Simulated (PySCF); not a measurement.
# What a mistake does to a calculation on BGe2H5N cation

All numbers below are calculated, not measured. They come from PySCF 2.14.0, an open-source quantum chemistry program, on an isolated molecule that a program drew, which may never have been made. The molecule is BGe2H5N cation (charge +1, singlet), drawn as the SMILES string `[BH2][GeH]=[N][GeH2+]`.

Each row is a Hartree-Fock (HF) and frozen-core CCSD(T) single point in the cc-pVDZ basis, meant for a local HF minimum. Run 1 is clean. Each other run has one planted mistake out of seven kinds, and not every kind appears here: one electron removed, one electron added, multiplicity raised by two, geometry at a saddle point, minimal basis STO-3G, one bond length entered in bohr, all coordinates scaled. The reference is restricted for singlets and unrestricted otherwise, and also for a bond in bohr. Adding or removing an electron swaps singlet and doublet. Electrons count all cores. HOMO and LUMO are orbital energies over both spins, the gradient is its largest component, and the lowest frequency (negative if imaginary) is given only where the gradient is small. Bond lengths are over the 8 bonds as drawn. T1 is the CCSD diagnostic: over 0.02 (restricted) or 0.045 (unrestricted) a single reference is doubtful. Germanium has the cc-pVDZ-PP basis, with a core potential (ECP10MDF) in place of its 10 inner electrons, and its 3s, 3p and 3d shells are frozen in CCSD(T).

Geometry of the clean run:
```xyz
9
BGe2H5N cation, angstrom
B    -2.0544   -1.0736    0.0075
Ge   -0.0171   -1.0572   -0.4372
N     1.0132    0.1033    0.2583
Ge    2.1310    1.1963    0.8808
H    -2.7841   -0.4311   -0.6771
H    -2.4214   -1.7193    0.9362
H     0.6520   -2.0474   -1.3784
H     2.3965    2.5012    0.1666
H     2.8475    0.8948    2.1767
```

| run | electrons | basis functions | <S^2> | HOMO (eV) | LUMO (eV) | gradient (hartree/bohr) | lowest frequency (cm^-1) | mean bond (Å) | longest bond (Å) | T1 | HF (hartree) | CCSD(T) (hartree) | mistake |
|---|---|---|---|---|---|---|---|---|---|---|---|---|---|
| 1 | 80 | 99 | 0.000 | -14.95 | -3.45 | 1.4e-05 | 76 | 1.5488 | 2.085 | 0.0227 | -668.48790 | -668.95767 | no fault |
| 2 | 80 | 99 | 0.913 | -14.30 | -4.50 | 1.3e-02 | - | 1.7169 | 2.856 | 0.0333 | -668.39038 | -668.84337 | one bond length entered in bohr |
| 3 | 80 | 99 | 0.000 | -15.29 | -3.41 | 2.9e-02 | - | 1.4868 | 2.002 | 0.0200 | -668.47066 | -668.93024 | all coordinates scaled |
| 4 | 79 | 99 | 0.767 | -21.12 | -11.51 | 6.5e-02 | - | 1.5488 | 2.085 | 0.0893 | -668.01503 | -668.43092 | one electron removed |
| 5 | 80 | 99 | 2.045 | -10.97 | -5.14 | 1.1e-01 | - | 1.5488 | 2.085 | 0.0275 | -668.38687 | -668.81615 | ? |

**Which mistake was planted in run 5, and what did it cost?**

Electrons, basis and geometry are unchanged, and <S^2> is 2.045, beside S(S+1) = 2.00 for a multiplicity of 3. So the mistake is: multiplicity raised by two. Subtracting run 1 and multiplying by 627.51 kcal/mol a hartree, the energy moved by 63.4 kcal/mol in HF and 88.8 kcal/mol in CCSD(T).

Cautions from the logs. Run 1: T1 is over the limit, so its CCSD(T) energy is less reliable; run 4: T1 is over the limit, so its CCSD(T) energy is less reliable.
